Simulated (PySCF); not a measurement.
## In²⁺: excitation energy

In²⁺ [Kr] 4d10 5s1 (2S) → In²⁺ [Kr] 4d9 5s2 (2D), as a difference of total energies. Computed with PySCF 2.14 in aug-cc-pVTZ-PP with ECP28MDF (6s5p4d2f, 55 functions), with scalar relativity through the core potential. The calculations carry no spin-orbit coupling.

```tsv
method	excitation energy (eV)
UHF	15.228
LDA	14.089
PBE	14.276
PBE0	14.647
r2SCAN	14.747
B3LYP	14.302
r2SCANh	14.816
M06	15.092
revPBE	14.382
```
